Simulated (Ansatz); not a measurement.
Consider the redistribution: `[SiH3]NBS` + `C[O][AlH][CH2]F` → `C[O][AlH][BH]S` + `FCN[SiH3]`.

Calculated with Ansatz (gas phase, PBE0-D4/def2-TZVP geometries, no zero-point term in ΔE). CBS: MP2 limit from def2 TZ/QZ plus the TZ coupled-cluster correction, frozen cores. DFT in def2-TZVPP. B3LYP here is the variant with VWN-RPA as its local correlation; programs differ in this. One conformer a species, not always the lowest.

```tsv
level	ΔE (kJ/mol)	difference from CCSD(T)/CBS
PBE-D4	131.9	-10.9
r2SCAN-D4	141.4	-1.4
PBE0-D4	135.4	-7.4
B3LYP-D4	144.3	1.5
ωB97X-V	139.6	-3.2
B2PLYP	146.5	3.7
r2SCAN	141.7	-1.1
PBE0	136.3	-6.5
B3LYP	145.8	3.0
HF/def2-TZVPP	148.2	5.4
MP2/def2-TZVPP	147.8	5.0
CCSD/def2-TZVPP	142.1	-0.7
CCSD(T)/def2-TZVPP	140.0	-2.8
HF/def2-QZVPP	149.0	6.2
SCS-MP2/def2-QZVPP	148.6	5.8
HF/CBS(def2)	149.1	6.3
CCSD(T)/CBS	142.8	0
```

Largest T1 diagnostic among the species: 0.015.

From PBE to PBE0 (25 % exact exchange), in def2-TZVPP and without D4, ΔE moves by +3.4 kJ/mol.
